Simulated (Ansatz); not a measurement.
Cost and result for the atomization energy of AlF₂HS (`[F][Al]([F])[SH]`) (5 atoms, 4 bonds).

```xyz
5

F    -0.1640    0.1084    1.7785
Al   -0.0915    0.5561    0.2050
F    -0.2704    2.1338   -0.1865
S     0.2350   -0.8990   -1.3477
H     0.2910   -1.8993   -0.4493
```

Charge 0, multiplicity 1. The geometry is a stationary point of PBE0-D4/def2-TZVP. It is one conformer, not always the lowest. Program: Ansatz. All runs use 2 threads of a server CPU on a shared host. Times are those of one run each, without the atoms' runs, and a repeat can differ threefold. Electronic energies, without spin–orbit coupling; frozen cores. CCSD(T)/CBS adds CCSD(T) − MP2 in def2-TZVPP to the MP2 limit, and its time is that of the two runs behind it. T1 = 0.012. B3LYP takes the VWN-RPA correlation (the form of Gaussian; ORCA's B3LYP/G).

CCSD(T)/CBS is a level of theory with its own doubt, some kJ/mol a heavy atom from the limit and from the frozen cores, so smaller differences don't rank the functionals.

```csv
level,functions,wall time
LDA (SPW92)/def2-TZVPP,160,0.5 s
CCSD(T)/def2-SVP,69,0.7 s
BLYP-D4/def2-TZVPP,160,0.75 s
PBE-D4/def2-TZVPP (with forces),160,0.9 s
CAM-B3LYP-D4/def2-TZVPP,160,1.2 s
B3LYP-D4/def2-TZVPP (with forces),160,1.4 s
r2SCANh-D4/def2-TZVPP,160,1.8 s
B2PLYP/def2-TZVPP,160,1.9 s
B97M-V/def2-TZVPP,160,2.3 s
ωB97M-V/def2-TZVPP (with forces),160,3.8 s
MP2/def2-QZVPP,284,5.5 s
CCSD(T)/def2-TZVPP,160,12 s
CCSD(T)/CBS(def2),–,18 s
```

**Question.** What atomization energy does each give, and how far from CCSD(T)/CBS? (An estimate is asked.)

**Answer.** Computed: 
```json
{"level": "LDA (SPW92)/def2-TZVPP", "atomization (kcal/mol)": "513.1", "difference from CCSD(T)/CBS": "56.8", "per bond": "14.2"}
{"level": "CCSD(T)/def2-SVP", "atomization (kcal/mol)": "418.2", "difference from CCSD(T)/CBS": "-38.1", "per bond": "-9.5"}
{"level": "BLYP-D4/def2-TZVPP", "atomization (kcal/mol)": "447.9", "difference from CCSD(T)/CBS": "-8.4", "per bond": "-2.1"}
{"level": "PBE-D4/def2-TZVPP (with forces)", "atomization (kcal/mol)": "455.3", "difference from CCSD(T)/CBS": "-1.0", "per bond": "-0.3"}
{"level": "CAM-B3LYP-D4/def2-TZVPP", "atomization (kcal/mol)": "450.2", "difference from CCSD(T)/CBS": "-6.1", "per bond": "-1.5"}
{"level": "B3LYP-D4/def2-TZVPP (with forces)", "atomization (kcal/mol)": "445.3", "difference from CCSD(T)/CBS": "-11.0", "per bond": "-2.8"}
{"level": "r2SCANh-D4/def2-TZVPP", "atomization (kcal/mol)": "449.3", "difference from CCSD(T)/CBS": "-7.0", "per bond": "-1.8"}
{"level": "B2PLYP/def2-TZVPP", "atomization (kcal/mol)": "446.1", "difference from CCSD(T)/CBS": "-10.2", "per bond": "-2.6"}
{"level": "B97M-V/def2-TZVPP", "atomization (kcal/mol)": "455.3", "difference from CCSD(T)/CBS": "-1.0", "per bond": "-0.3"}
{"level": "ωB97M-V/def2-TZVPP (with forces)", "atomization (kcal/mol)": "452.7", "difference from CCSD(T)/CBS": "-3.6", "per bond": "-0.9"}
{"level": "MP2/def2-QZVPP", "atomization (kcal/mol)": "470.3", "difference from CCSD(T)/CBS": "14.0", "per bond": "3.5"}
{"level": "CCSD(T)/def2-TZVPP", "atomization (kcal/mol)": "440.6", "difference from CCSD(T)/CBS": "-15.7", "per bond": "-3.9"}
{"level": "CCSD(T)/CBS(def2)", "atomization (kcal/mol)": "456.3", "difference from CCSD(T)/CBS": "0.0", "per bond": "0.0"}
```

In def2-TZVPP, CCSD(T) changes the Hartree–Fock value by +106.4 kcal/mol (the triples alone add +7.7 kcal/mol) and MP2 by +126.4 kcal/mol; breaking electron pairs costs correlation energy, which Hartree–Fock lacks. The D4 term adds +3.6 kcal/mol with B3LYP and +1.9 kcal/mol with PBE0; it sums over pairs of atoms, weighted by their polarisabilities, and B3LYP, whose exchange is more repulsive, gets the larger term. From BLYP to BHLYP (50 % exact exchange), in def2-TZVPP and without D4, the atomization energy moves by −16.7 kcal/mol: exact exchange takes away binding that semilocal exchange gives to molecules.
